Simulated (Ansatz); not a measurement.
Cartesian coordinates (Å):
```xyz
7

C      1.8614    -1.0963     0.3557
C      0.8714    -0.4316     0.1747
Si    -0.5580     0.6320    -0.0733
N     -1.9503    -0.0163    -0.4991
H      2.7277    -1.6945     0.5121
H     -0.1970     2.0443     0.1744
H     -2.7713     0.5575    -0.6452
```
Charge 0, multiplicity 1.

Method: Ansatz (an electronic-structure program) with frozen-core CCSD(T)/cc-pVTZ // B3LYP-D3(BJ)/def2-TZVP. The restricted HF reference is unstable towards unrestricted orbitals.

```json
{
 "HF energy": "-420.82823 Ha",
 "MP2 correlation energy": "-0.62354 Ha"
}
```

Task: Estimate the CCSD correlation energy, the (T) correction, the total energy and the T1 diagnostic.

Result: 
CCSD correlation energy: -0.64136 Ha
(T) correction: -0.03447 Ha
CCSD(T) total energy: -421.50406 Ha
T1 diagnostic: 0.018
